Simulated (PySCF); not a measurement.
H2Ge, triplet, at a GFN2-xTB geometry (the spin is typed, not shown lowest); REVPBE/aug-cc-pVDZ (PySCF).

The PySCF input:
```python
from pyscf import gto, scf, dft

mol = gto.M(
    atom='''
Ge    0.00156420    0.00038405    0.05289050
H    -0.06808960   -1.28693347   -0.83567441
H     0.01803519    1.27464401   -0.85682148
''',
    basis='aug-cc-pvdz',
    spin=2,
    verbose=4,
)

mf = dft.UKS(mol)
mf.xc = 'revpbe'
mf.grids.atom_grid = (99, 590)
mf.grids.prune = None
mf.kernel()
```

Problem. What does PySCF print? Leave out banner, timings and long lists.

Solution. 
```
PySCF version 2.14.0

[INPUT] verbose = 4
[INPUT] num. atoms = 3
[INPUT] num. electrons = 34
[INPUT] charge = 0
[INPUT] spin (= nelec alpha-beta = 2S) = 2
[INPUT] symmetry False subgroup None
[INPUT] Mole.unit = angstrom
[INPUT] Symbol           X                Y                Z      unit          X                Y                Z       unit  Magmom
[INPUT]  1 Ge     0.001564200000   0.000384050000   0.052890500000 AA    0.002955909604   0.000725749318   0.099948559591 Bohr   0.0
[INPUT]  2 H     -0.068089600000  -1.286933470000  -0.835674410000 AA   -0.128670695931  -2.431951798836  -1.579195764207 Bohr   0.0
[INPUT]  3 H      0.018035190000   1.274644010000  -0.856821480000 AA    0.034081569704   2.408728085217  -1.619157934845 Bohr   0.0

nuclear repulsion = 21.8365113223665
number of shells = 19
number of NR pGTOs = 108
number of NR cGTOs = 54
basis = aug-cc-pvdz
ecp = {}

******** <class 'pyscf.dft.uks.UKS'> ********
method = UKS
initial guess = minao
damping factor = 0
level_shift factor = 0
DIIS = <class 'pyscf.scf.diis.CDIIS'>
diis_start_cycle = 1
diis_space = 8
diis_damp = 0
SCF conv_tol = 1e-09
SCF conv_tol_grad = None
SCF max_cycles = 50
direct_scf = True
direct_scf_tol = 1e-13
number electrons alpha = 18  beta = 16
XC library pyscf.dft.libxc version 7.1.2
    S. Lehtola, C. Steigemann, M. J. T. Oliveira, and M. A. L. Marques,  SoftwareX 7, 1–5 (2018)
XC functionals = revpbe
    Y. Zhang and W. Yang,  Phys. Rev. Lett. 80, 890 (1998)
    J. P. Perdew, K. Burke, and M. Ernzerhof,  Phys. Rev. Lett. 77, 3865 (1996)
    J. P. Perdew, K. Burke, and M. Ernzerhof,  Phys. Rev. Lett. 78, 1396 (1997)
radial grids:
    Treutler-Ahlrichs [JCP 102, 346 (1995); DOI:10.1063/1.469408] (M4) radial grids

becke partition: Becke, JCP 88, 2547 (1988); DOI:10.1063/1.454033
pruning grids: None
grids dens level: 3
symmetrized grids: False
atomic radii adjust function: <function treutler_atomic_radii_adjust>
User specified grid scheme (99, 590)
small_rho_cutoff = 0
Set gradient conv threshold to 3.16228e-05
tot grids = 175232
init E= -2077.25617882135

cycle= 1 E= -2077.90723297251  delta_E= -0.651  |g|= 0.14  |ddm|= 0.918

cycle= 2 E= -2077.90808621061  delta_E= -0.000853  |g|= 0.12  |ddm|= 0.354

cycle= 3 E= -2077.91668144237  delta_E= -0.0086  |g|= 0.0169  |ddm|= 0.181

cycle= 4 E= -2077.91696845635  delta_E= -0.000287  |g|= 0.00343  |ddm|= 0.0278

cycle= 5 E= -2077.9169817768  delta_E= -1.33e-05  |g|= 0.000701  |ddm|= 0.00589

cycle= 6 E= -2077.91698228221  delta_E= -5.05e-07  |g|= 0.00012  |ddm|= 0.00127

cycle= 7 E= -2077.91698230629  delta_E= -2.41e-08  |g|= 2.14e-05  |ddm|= 0.000299

cycle= 8 E= -2077.91698230698  delta_E= -6.93e-10  |g|= 3.74e-06  |ddm|= 5.97e-05

Extra cycle  E= -2077.916982307  delta_E= -1.91e-11  |g|= 1.59e-06  |ddm|= 9.11e-06
converged SCF energy = -2077.916982307  <S^2> = 2.0020254  2S+1 = 3.00135
```
